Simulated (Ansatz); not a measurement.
Born–Oppenheimer molecular dynamics of C$_{2}$H$_{9}$NO$_{2}$Si (15 atoms, charge 0, multiplicity 1). It starts from a relaxed structure.

These are results of Ansatz 0.2.0, RKS PBE-D4/6-31G, not measurements.

```yaml
ensemble: NVE (Milne-controlled integrator)
time_step: 1 fs
steps_asked: 150
starting_velocities_drawn_for: 400 K
seed: 492846
```

First frame:

```xyz
15
Properties=species:S:1:pos:R:3
Si -0.309 -0.138 0.027
N -0.044 -0.158 1.774
C -1.072 -0.646 2.697
H -1.834 -1.220 2.143
H -0.623 -1.315 3.458
H -1.585 0.181 3.229
C 1.061 0.571 2.406
H 1.554 -0.061 3.171
H 1.812 0.839 1.645
H 0.718 1.501 2.906
O 1.260 -0.288 -0.724
H 1.887 -0.953 -0.362
O -0.922 1.285 -0.747
H -0.286 1.953 -1.088
H -1.359 -1.184 -0.227
```

How far do the bonds stretch over the last three quarters of this one trajectory? (Pairs bonded in most of those frames.)


| bond | mean (Å) | spread (Å) | shortest | longest |
| --- | --- | --- | --- | --- |
| Si1–N2 | 1.774 | 0.038 | 1.72 | 1.85 |
| Si1–O11 | 1.749 | 0.034 | 1.69 | 1.81 |
| Si1–O13 | 1.739 | 0.035 | 1.67 | 1.82 |
| Si1–H15 | 1.507 | 0.013 | 1.49 | 1.53 |
| N2–C3 | 1.468 | 0.022 | 1.42 | 1.51 |
| N2–C7 | 1.468 | 0.022 | 1.43 | 1.53 |
| C3–H4 | 1.104 | 0.016 | 1.07 | 1.14 |
| C3–H5 | 1.111 | 0.029 | 1.07 | 1.15 |
| C3–H6 | 1.118 | 0.053 | 1.04 | 1.19 |
| C7–H8 | 1.110 | 0.012 | 1.09 | 1.13 |
| C7–H9 | 1.104 | 0.010 | 1.08 | 1.13 |
| C7–H10 | 1.111 | 0.021 | 1.08 | 1.14 |
| O11–H12 | 0.983 | 0.007 | 0.97 | 1.00 |
| O13–H14 | 0.990 | 0.043 | 0.92 | 1.06 |

Mean temperature of the second half: 201 K. The conserved energy stayed within 0.67 meV per atom of its start (net change -0.4 meV per atom), so the integration is sound. Over the second half the temperature averaged 0.50 of the 400 K drawn at the start: a run that starts near a minimum puts about half its kinetic energy into the potential. A run of 0.15 ps of so small a system gives no equilibrium averages. Limits of this set-up: no polarisation functions.

The run took 14 min on 1 thread of Arm Neoverse V1 (shared host), peak memory 0.14 GiB.
